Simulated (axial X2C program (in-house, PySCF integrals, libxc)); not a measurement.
# Low determinants of CuSe⁻ at the PBE0 level, two-component

Computed with an in-house relativistic program for diatomic molecules. Two-component (2c) means X2C with spin–orbit coupling and atomic mean-field two-electron Coulomb and Gaunt terms. Basis: Se dyall-av2z [8s9p6d], Cu dyall-av2z [8s9p6d2f] (cores contracted in-house); Gaussian nuclei, density fitting, unrestricted open shells. Masses: Se 79.917 u, Cu 62.930 u.

Search at 2.220 Å (vertical energies from the lowest determinant):

| ΔE (eV) | state | electrons beyond evenly filled partner blocks | electrons in ±ω = 1/2, 3/2, 5/2, 7/2 |
| --- | --- | --- | --- |
| 0.00 | Ω = 0 | none | 42 18 4 0 |
| 0.68 | Ω = 2 | ω = 1/2, ω = 3/2 | 43 17 4 0 |
| 0.75 | Ω = 1 | ω = -1/2, ω = 3/2 | 43 17 4 0 |
| 0.94 | Ω = 1 | 2 × ω = 1/2 | 42 18 4 0 |
| 2.22 | Ω = 3 | 2 × ω = 3/2 | 42 18 4 0 |
| 2.42 | Ω = 1 | ω = -1/2, ω = 3/2 | 41 19 4 0 |
| 2.43 | Ω = 2 | ω = 1/2, ω = 3/2 | 41 19 4 0 |

Lowest determinant, Ω = 0 (closed shell): Re = 2.169 Å, ωe = 315.7 cm⁻¹.

The determinant in row 2 of the search, Ω = 2 (⟨Sz⟩ = 1.00, ⟨Lz⟩ = 1.00 at PBE0), was followed along the bond at PBE0; measured from the minimum of the lowest determinant it gives:

Te = 0.688 eV (5553 cm⁻¹), Re = 2.246 Å, ωe = 254.4 cm⁻¹.

(1) Compare the bond of the determinant in row 2 with that of the lowest one.

The search compares states at one distance, so a state with another bond length can lie lower; it is not exhaustive and yields mostly the lowest determinant of each block pattern, so other components and higher states of one pattern are missing. These are energies of single determinants, not of spin-adapted states; PBE0 term energies can be off by some tenths of an eV, and the functional has no current term. Open-shell Ω = 0 determinants with evenly filled partner blocks cannot be reached by this program, so the Ω shown need not be the lowest component. For an anion, determinants above electron detachment are held by the basis set. Row 2 has a positive highest level at its minimum.

Results:

(1) At PBE0 its Re is 0.077 Å longer and its force constant, which goes as ωe², is 0.65 times that of the lowest determinant. T0 ≈ Te + Δωe/2 = 5553 + (-31) = 5522 cm⁻¹.
